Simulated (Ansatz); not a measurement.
Cost and result up the ladder for SiAu₄ (5 atoms). The state is a singlet with charge 0. Geometry: r2SCAN-D4/def2-SVP.

Cartesian coordinates in Å:
```
Au 1.615 0.554 1.016
Au -0.354 -1.371 1.395
Au -1.249 -0.966 -1.206
Au 0.720 0.960 -1.585
Si -0.732 0.823 0.380
```

Ansatz on 4 threads of Intel Xeon Platinum 8259CL on a shared host. Times are rough, and most runs start from the orbitals of an earlier one. r2SCAN0-D4/def2-TZVP serves as the yardstick here, not as an exact answer. Differences are given only for rows in sets of like size (and for xTB, whose basis is part of the method), since another set adds its own error. Binding counts from free atoms at the same level (Au doublet, Si triplet; other spins of the atoms weren't run), without zero-point energy or a counterpoise term.

In the def2 sets Au takes a core potential; there is no spin–orbit coupling. B3LYP takes the VWN-RPA correlation. Correlated methods freeze 5 core orbitals; core or outer-core shells of Au are correlated, in sets that lack core-valence functions. The rows differ in basis, and correlated rows in double-zeta sets carry the largest basis error. No other spin state of charge 0 was run. The structure comes from a short search, and lower isomers may exist.

Correlated methods converge slowly with the basis, most of all in double-zeta sets.

| level | functions | wall time |
| --- | --- | --- |
| PBE-D4/def2-TZVP (with forces) | 197 | 5.5 s |
| B3LYP-D4/def2-TZVP | 197 | 8 s |
| r2SCAN-D4/def2-TZVP | 197 | 8.5 s |
| PBE0-D4/def2-TZVP | 197 | 9.5 s |
| r2SCAN0-D4/def2-TZVP | 197 | 12 s |
| CCSD(T)/def2-SVP | 146 | 2.9 min |

**Question.** Estimate what each level gives for the binding energy per atom (eV).

**Answer.** 
```csv
level,binding energy per atom (eV),difference from r2SCAN0-D4/def2-TZVP (eV)
PBE-D4/def2-TZVP (with forces),2.35,0.21
B3LYP-D4/def2-TZVP,2.04,-0.09
r2SCAN-D4/def2-TZVP,2.34,0.20
PBE0-D4/def2-TZVP,2.14,0.01
r2SCAN0-D4/def2-TZVP,2.14,0.00
CCSD(T)/def2-SVP,1.96,–
```
